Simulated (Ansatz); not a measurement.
def2 core potentials replace the inner electrons of Sb.

A geometry relaxed with Ansatz (a program for electronic structure) with B3LYP-D3(BJ)/def2-SVP, charge 0, multiplicity 1:

```xyz
13

O     -1.6198    -0.9015    -1.3720
H      3.1855    -1.1143    -0.0254
H      0.4253     1.1763     1.2416
C      2.4505    -0.3782     0.3099
H     -0.7387    -0.1954     1.2868
O     -2.6014     1.7232    -0.2001
Sb    -0.9815     0.9881    -1.1146
H     -2.9175     1.1215     0.4915
C      1.1393    -0.6536     0.3154
H      0.7972    -1.6317    -0.0428
H      2.8353     0.5893     0.6499
C      0.0568     0.2913     0.7004
H     -2.0309    -1.0151    -2.2407
```

Question: Write the SMILES of this molecule.

Answer: `C=C[CH2][Sb]([OH])[OH]`
